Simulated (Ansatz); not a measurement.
Species: OsO, charge 0, multiplicity 5. The spin state was set by rule; other spins were not relaxed. 
Coordinates optimised at B3LYP-D3(BJ)/def2-TZVP (Ansatz, an electronic-structure program):
```
Os
O 1 1.7347
```
Charge 0, spin multiplicity 5.

Basis-set convergence of Hartree-Fock and MP2 correlation energies (hartree) with Ansatz. Valence correlation only, unless marked. Open shells are spin-unrestricted. No spin-orbit coupling. The frozen core is the preceding noble-gas configuration, with the filled d and f shells of earlier blocks. In def2 rows, elements after Kr have scalar-relativistic effective core potentials.

The UHF reference is spin-contaminated (<S^2> 0.11 over the pure value in the largest basis). The T1 diagnostic of CCSD in the largest basis is 0.048, which is high, so the coupled-cluster rows are less sure than usual.

```json
[
 {"basis": "def2-SVP", "functions": "46", "E(HF)": "-164.57614", "E(corr, MP2)": "-0.38029"},
 {"basis": "def2-TZVPP", "functions": "87", "E(HF)": "-164.69609", "E(corr, MP2)": "-0.46382"},
 {"basis": "def2-QZVPP", "functions": "145", "E(HF)": "-164.70310", "E(corr, MP2)": "-0.49534"}
]
```

Extrapolating the two largest sets (X = 3 and 4) as X^-3: E(corr) = (64·(-0.49534) - 27·(-0.46382))/37 = -0.5183 Eh, an estimate of the basis-set limit. The largest set recovers 95.6 % of it, the smallest 73.4 %.
